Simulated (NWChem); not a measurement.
# BGeH5O2; SMILES O[B](O)[GeH3]

```xyz
9

B     -0.0003    -1.0693     0.0009
Ge     0.0001     1.0242    -0.0021
H     -0.0367     1.5911    -1.4381
H     -1.2280     1.6044     0.7335
H      1.2644     1.6031     0.6707
O      1.1494    -1.7879    -0.0055
H      1.9433    -1.2483     0.0100
O     -1.1496    -1.7885    -0.0056
H     -1.9442    -1.2499     0.0098
```
Atoms are numbered in this order, from 1.

Computed with NWChem. Pople sets run with spherical d functions. The geometry was optimised at PBE0/def2-SVP. Vzz is the largest principal value of the second derivative of the potential at the nucleus (NWChem prints the opposite sign); η is the asymmetry. Non-relativistic.

For level PBE/6-31G*:

- Vzz B1 (a.u.) = 0.248
- Vzz Ge2 (a.u.) = -0.456
- Vzz O8 (a.u.) = 1.227

**Question.** How do the values read with level PBE0/6-31G* instead?

**Answer.** 
| Item | Result |
|---|---|
| Vzz B1 (a.u.) | 0.277 |
| Vzz Ge2 (a.u.) | -0.485 |
| Vzz O8 (a.u.) | 1.254 |
